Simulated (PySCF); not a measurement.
Si(OAc)2(OH)(OMe), SMILES CO[Si](O)(OC(C)=O)OC(C)=O (C5H10O6Si), singlet, GFN2-xTB optimised geometry. Atoms within 1.6 Å of the plane z = 0.6 Å (x, y, z in Å): O2 (-2.28, 0.46, 0.00), Si3 (-1.58, -0.98, 0.00), O4 (-2.04, -1.66, 1.38), O9 (0.08, -0.98, 0.00), C11 (2.21, -1.28, -0.95), H13 (-2.61, 2.36, -0.62), H16 (-1.44, -2.24, 1.85), H21 (2.61, -1.06, 0.03).

Method: B3LYP/def2-SVP in PySCF 2.14.0.

Map of the HOMO amplitude (bohr^(-3/2)) on the plane z = 0.6 Å; orbital energy -7.70 eV, overall sign arbitrary:

```
|5555555555555555555555555555555|
|5555555555555555555555555555555|
|5555555555555555555555555555555|
|5555555555555555555555555555555|
|5555555555555555555555555555555|
|5555555555555555555555555555555|
|5555555555555555555555555555555|
|5555555555555555555555555555555|
|5555555555555555555555555555555|
|5555555555555555555555555555555|
|5555555555555555555555555555555|
|5555556666655555555555555555555|
|5555556788765555555555555555555|
|5555556899765555555555555555555|
|5555556788665555555555555555555|
|5555555666555555555555555555555|
|5555555555555555555555555555555|
|5555555555555444445555566555555|
|5555555555554320134455666655555|
|5555555555554310024455666655555|
|5555555555554322234455666555555|
|5555555555554433344555555555555|
|5555555555555544444555555555555|
|5555555555555555555555555555555|
|5555555555555555555555555555555|
|5555555555555555555555555555555|
|5555555555555555555555555555555|
|5555555555555555555555555555555|
|5555555555555555555555555555555|
|5555555555555555555555555555555|
|5555555555555555555555555555555|
```
Scale: ten equal steps from -0.056 (start of '0') to 0.049 (end of '9'), in the order '0123456789'; x runs from -5.00 to 5.00, y from -5.00 (bottom) to 5.00 (top).
